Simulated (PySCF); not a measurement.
C₆H₁₄, charge -1, doublet, at the geometry of the source list (a state made from the parent by changing its charge; the spin is typed, not shown lowest) (in this run its highest filled SCF level lies above zero, so its values depend strongly on the basis, on diffuse functions most of all); CAMB3LYP/3-21G in PySCF.

The PySCF input:
```python
from pyscf import gto, scf, dft

mol = gto.Mole()
mol.atom = '''
    C     2.833400    0.850300   -0.342400
    C     1.828800    0.001100    0.425600
    C     0.444400    0.031600   -0.217600
    C    -0.560100   -0.817000    0.558100
    C    -1.933300   -0.902400   -0.108400
    C    -2.666400    0.432100   -0.158600
    H     2.936200    0.490800   -1.364100
    H     2.509500    1.888300   -0.377900
    H     3.810900    0.813300    0.133200
    H     2.184400   -1.031300    0.468100
    H     1.755600    0.366400    1.452900
    H     0.098600    1.065800   -0.261400
    H     0.515500   -0.340400   -1.242900
    H    -0.674200   -0.409200    1.565700
    H    -0.158800   -1.829300    0.657100
    H    -1.817300   -1.290700   -1.123400
    H    -2.543100   -1.617700    0.449600
    H    -2.746700    0.860900    0.838000
    H    -3.670900    0.296200   -0.553900
    H    -2.146600    1.141200   -0.797500
'''
mol.basis = '3-21g'
mol.charge = -1
mol.spin = 1
mol.verbose = 4
mol.build()

mf = dft.UKS(mol)
mf.xc = 'camb3lyp'
mf.kernel()
mf.analyze()
```

Problem. What does PySCF print? Leave out banner, timings and long lists.

Solution. 
```
PySCF version 2.14.0

[INPUT] verbose = 4
[INPUT] num. atoms = 20
[INPUT] num. electrons = 51
[INPUT] charge = -1
[INPUT] spin (= nelec alpha-beta = 2S) = 1
[INPUT] symmetry False subgroup None
[INPUT] Mole.unit = angstrom
[INPUT] Symbol           X                Y                Z      unit          X                Y                Z       unit  Magmom
[...]
nuclear repulsion = 248.72485673192
number of shells = 58
number of NR pGTOs = 132
number of NR cGTOs = 82
basis = 3-21g
ecp = {}

******** <class 'pyscf.dft.uks.UKS'> ********
method = UKS
initial guess = minao
damping factor = 0
level_shift factor = 0
DIIS = <class 'pyscf.scf.diis.CDIIS'>
diis_start_cycle = 1
diis_space = 8
diis_damp = 0
SCF conv_tol = 1e-09
SCF conv_tol_grad = None
SCF max_cycles = 50
direct_scf = True
direct_scf_tol = 1e-13
number electrons alpha = 26  beta = 25
XC library pyscf.dft.libxc version 7.1.2
    S. Lehtola, C. Steigemann, M. J. T. Oliveira, and M. A. L. Marques,  SoftwareX 7, 1–5 (2018)
XC functionals = camb3lyp
    T. Yanai, D. P. Tew, and N. C. Handy,  Chem. Phys. Lett. 393, 51 (2004)
radial grids:
    Treutler-Ahlrichs [JCP 102, 346 (1995); DOI:10.1063/1.469408] (M4) radial grids

becke partition: Becke, JCP 88, 2547 (1988); DOI:10.1063/1.454033
pruning grids: <function nwchem_prune>
grids dens level: 3
symmetrized grids: False
atomic radii adjust function: <function treutler_atomic_radii_adjust>
small_rho_cutoff = 0
Set gradient conv threshold to 3.16228e-05
tot grids = 222024
init E= -236.024934867051

cycle= 1 E= -235.397691779692  delta_E= 0.627  |g|= 0.288  |ddm|= 6.86
cycle= 2 E= -235.418740220456  delta_E= -0.021  |g|= 0.235  |ddm|= 1.43
cycle= 3 E= -235.447168347614  delta_E= -0.0284  |g|= 0.0122  |ddm|= 0.443
cycle= 4 E= -235.447298811103  delta_E= -0.00013  |g|= 0.0068  |ddm|= 0.18
cycle= 5 E= -235.44733582351  delta_E= -3.7e-05  |g|= 0.00176  |ddm|= 0.0657
cycle= 6 E= -235.447355040451  delta_E= -1.92e-05  |g|= 0.00111  |ddm|= 0.107
cycle= 7 E= -235.447369170497  delta_E= -1.41e-05  |g|= 0.000676  |ddm|= 0.125
cycle= 8 E= -235.447374531613  delta_E= -5.36e-06  |g|= 0.00045  |ddm|= 0.0861
cycle= 9 E= -235.447376582901  delta_E= -2.05e-06  |g|= 0.000153  |ddm|= 0.0696
cycle= 10 E= -235.44737683317  delta_E= -2.5e-07  |g|= 6.79e-05  |ddm|= 0.02
cycle= 11 E= -235.44737687643  delta_E= -4.33e-08  |g|= 3.59e-05  |ddm|= 0.01
cycle= 12 E= -235.447376881645  delta_E= -5.21e-09  |g|= 1.87e-05  |ddm|= 0.00163
cycle= 13 E= -235.44737688359  delta_E= -1.95e-09  |g|= 8.92e-06  |ddm|= 0.00123
cycle= 14 E= -235.447376884373  delta_E= -7.83e-10  |g|= 6.79e-06  |ddm|= 0.000635
Extra cycle  E= -235.447376884625  delta_E= -2.53e-10  |g|= 5.19e-06  |ddm|= 0.000253
converged SCF energy = -235.447376884625  <S^2> = 0.7508985  2S+1 = 2.0008983
**** SCF Summaries ****
Total Energy =                        -235.447376884625442
Nuclear Repulsion Energy =             248.724856731919999
One-electron Energy =                 -816.624175654372493
Two-electron Energy =                  332.451942037827052
Two-electron Coulomb Energy =          370.264952178831209
DFT Exchange-Correlation Energy =      -37.813010141004156
**** MO energy ****
                             alpha | beta                alpha | beta
[...]
To work with the spin densities directly, `use mulliken_meta_spin()` only printing them here.

 ** Mulliken spin pop alpha/beta on meta-lowdin orthogonal AOs **
 ** Mulliken Spin Density (per AO)  **
spin_pop of  0 C 1s        0.00000
spin_pop of  0 C 2s        0.01562
spin_pop of  0 C 3s        0.00159
spin_pop of  0 C 2px       0.00389
spin_pop of  0 C 2py       0.00628
spin_pop of  0 C 2pz       0.00571
spin_pop of  0 C 3px       0.00084
spin_pop of  0 C 3py       0.00144
spin_pop of  0 C 3pz       0.00194
spin_pop of  1 C 1s       -0.00000
spin_pop of  1 C 2s        0.01943
spin_pop of  1 C 3s        0.00148
spin_pop of  1 C 2px       0.01543
spin_pop of  1 C 2py       0.00480
spin_pop of  1 C 2pz       0.02264
[...]
spin_pop of  3 C 3pz       0.00607
spin_pop of  4 C 1s        0.00000
spin_pop of  4 C 2s        0.02385
spin_pop of  4 C 3s        0.00164
spin_pop of  4 C 2px       0.00584
spin_pop of  4 C 2py       0.01340
spin_pop of  4 C 2pz       0.00297
spin_pop of  4 C 3px       0.00050
spin_pop of  4 C 3py       0.00157
spin_pop of  4 C 3pz       0.00071
spin_pop of  5 C 1s        0.00000
spin_pop of  5 C 2s        0.04505
spin_pop of  5 C 3s        0.00279
spin_pop of  5 C 2px      -0.00018
spin_pop of  5 C 2py       0.01640
spin_pop of  5 C 2pz      -0.00052
spin_pop of  5 C 3px       0.00295
spin_pop of  5 C 3py       0.00361
spin_pop of  5 C 3pz       0.00067
spin_pop of  6 H 1s        0.00883
spin_pop of  6 H 2s        0.00797
spin_pop of  7 H 1s        0.00826
spin_pop of  7 H 2s        0.00846
spin_pop of  8 H 1s        0.01604
spin_pop of  8 H 2s        0.00489
spin_pop of  9 H 1s        0.01796
spin_pop of  9 H 2s        0.01767
spin_pop of  10 H 1s        0.02001
spin_pop of  10 H 2s        0.01610
spin_pop of  11 H 1s        0.04022
spin_pop of  11 H 2s        0.03606
spin_pop of  12 H 1s        0.02290
spin_pop of  12 H 2s        0.02889
spin_pop of  13 H 1s        0.02635
spin_pop of  13 H 2s        0.02551
spin_pop of  14 H 1s        0.04009
spin_pop of  14 H 2s        0.02253
spin_pop of  15 H 1s        0.01849
spin_pop of  15 H 2s        0.01816
spin_pop of  16 H 1s        0.03264
spin_pop of  16 H 2s        0.01502
spin_pop of  17 H 1s        0.00894
spin_pop of  17 H 2s        0.01537
spin_pop of  18 H 1s        0.05115
spin_pop of  18 H 2s        0.01651
spin_pop of  19 H 1s        0.02198
spin_pop of  19 H 2s        0.01658
 ** Mulliken Spin Density (per atom)  **
spin density of  0 C =      0.03729
spin density of  1 C =      0.07184
spin density of  2 C =      0.10217
spin density of  3 C =      0.08385
spin density of  4 C =      0.05048
spin density of  5 C =      0.07079
spin density of  6 H =      0.01680
spin density of  7 H =      0.01672
spin density of  8 H =      0.02093
spin density of  9 H =      0.03563
spin density of  10 H =      0.03611
spin density of  11 H =      0.07628
spin density of  12 H =      0.05179
spin density of  13 H =      0.05186
spin density of  14 H =      0.06263
spin density of  15 H =      0.03665
spin density of  16 H =      0.04766
spin density of  17 H =      0.02431
spin density of  18 H =      0.06766
spin density of  19 H =      0.03856
 ** Mulliken pop alpha/beta on meta-lowdin orthogonal AOs **
 ** Mulliken pop       alpha | beta **
In total            26.00000 | 25.00000
 ** Mulliken atomic charges   ( Nelec_alpha | Nelec_beta ) **
charge of  0C =     -0.30531  (     3.17130      3.13401 )
charge of  1C =     -0.19490  (     3.13337      3.06153 )
charge of  2C =     -0.21199  (     3.15708      3.05491 )
charge of  3C =     -0.20548  (     3.14466      3.06082 )
charge of  4C =     -0.18109  (     3.11578      3.06530 )
charge of  5C =     -0.32432  (     3.19755      3.12677 )
charge of  6H =      0.06033  (     0.47823      0.46144 )
charge of  7H =      0.06200  (     0.47736      0.46064 )
charge of  8H =      0.04809  (     0.48642      0.46549 )
charge of  9H =      0.03217  (     0.50173      0.46610 )
charge of  10H =      0.03331  (     0.50140      0.46529 )
charge of  11H =      0.00062  (     0.53783      0.46155 )
charge of  12H =      0.01227  (     0.51976      0.46797 )
charge of  13H =      0.01480  (     0.51853      0.46667 )
charge of  14H =      0.00538  (     0.52862      0.46600 )
charge of  15H =      0.03157  (     0.50254      0.46589 )
charge of  16H =      0.01866  (     0.51450      0.46684 )
charge of  17H =      0.04882  (     0.48774      0.46343 )
charge of  18H =      0.00751  (     0.53008      0.46242 )
charge of  19H =      0.04754  (     0.49551      0.45695 )

WARN: System has nonzero charge -1; the dipole moment is origin-dependent.
Location of origin: [0. 0. 0.]

Dipole moment(X, Y, Z, Debye):  1.40276,  0.46746, -0.11937
```
